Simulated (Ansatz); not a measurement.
```yaml
crystal:
  periodic: [false, false, false]
  atoms:
    - {symbol: F, position_ang: [-1.621889, -0.464410, 1.532960]}
    - {symbol: C, position_ang: [-1.128516, 0.514617, 1.163811]}
    - {symbol: Si, position_ang: [0.763707, 0.304794, 0.462599]}
    - {symbol: N, position_ang: [0.650592, -0.532908, -0.912146]}
    - {symbol: P, position_ang: [0.390186, -0.042469, -2.140802]}
    - {symbol: H, position_ang: [-1.776548, 1.249453, 0.678591]}
    - {symbol: H, position_ang: [-1.177655, 1.275622, 2.334225]}
    - {symbol: H, position_ang: [1.375757, 1.648527, 0.592748]}
    - {symbol: H, position_ang: [1.449550, -0.210503, 2.114889]}
    - {symbol: H, position_ang: [1.145919, -1.458332, -0.520490]}
    - {symbol: H, position_ang: [1.154074, -0.570180, -2.913686]}
    - {symbol: H, position_ang: [-0.648122, -1.253948, -2.504565]}
basis:
  gaussian: {orbitals: STO-3G}
total_charge: -2
hamiltonian: {xc: {name: RPBE}, dispersion: d3bjatm}
output: {forces: true}
```

```sh
$ ansatz run in.yaml --threads 4 --pin off --events-out ev --progress --plain --max-ram 10444MiB
```

Output, abridged:

```
Functional definition: RPBE
516 factors; integrals over basis functions are off by at most 3.3e-5 eV
mean field evaluation 1: about -22204.7757 eV, gradient 5.8e1 eV
mean field evaluation 2: about -22176.0804 eV, gradient 9.2e1 eV
mean field evaluation 4: about -22213.9424 eV, gradient 3.6e1 eV
mean field evaluation 8: about -22213.8595 eV, gradient 3.6e1 eV
mean field evaluation 16: about -22217.4864 eV, gradient 1.9e1 eV
mean field evaluation 32: about -22220.0778 eV, gradient 2.2e-5 eV
mean field -22221.11218544 eV, -816.6108108041 hartree, gradient 3.8e-5 eV, S^2 0.000000; 2 other end points of the search recorded, 0 dependent functions left out
reference -22221.11220762 eV, -816.6108116191 hartree; 30, 30 occupied and 10, 10 virtual orbitals, 516 factors
Total energy: -22222.78630195 eV, -816.6723334510 hartree
Atom 0 at    -1.621889    -0.464410     1.532960 Å, force   -10.381800   -19.796048     5.708194 eV/Å
Atom 1 at    -1.128516     0.514617     1.163811 Å, force    12.045236    17.941872    -5.043969 eV/Å
Atom 2 at     0.763707     0.304794     0.462599 Å, force     1.160730     3.663403     6.468165 eV/Å
Atom 3 at     0.650592    -0.532908    -0.912146 Å, force     7.569056   -11.912696    23.936860 eV/Å
Atom 4 at     0.390186    -0.042469    -2.140802 Å, force   -12.152660    16.875222   -21.278865 eV/Å
Atom 5 at    -1.776548     1.249453     0.678591 Å, force    -1.686932     0.864662    -1.888240 eV/Å
Atom 6 at    -1.177655     1.275622     2.334225 Å, force     0.825666     1.001588     0.893912 eV/Å
Atom 7 at     1.375757     1.648527     0.592748 Å, force    -0.882086     1.226304    -1.498290 eV/Å
Atom 8 at     1.449550    -0.210503     2.114889 Å, force     0.282993    -0.576509     2.792505 eV/Å
Atom 9 at     1.145919    -1.458332    -0.520490 Å, force    -1.593150    -2.295582    -2.439446 eV/Å
Atom 10 at     1.154074    -0.570180    -2.913686 Å, force     7.217928    -3.893361    -5.916743 eV/Å
Atom 11 at    -0.648122    -1.253948    -2.504565 Å, force    -2.404981    -3.098856    -1.734082 eV/Å
Dipole moment:    -0.322888    -0.028689    -0.507382 e Å
```

**Question.** Something in this input is off. What?

**Answer.** The charge is far from anything that the molecule holds. The calculation finished and met its thresholds. The result belongs to that input, not to the molecule as meant.
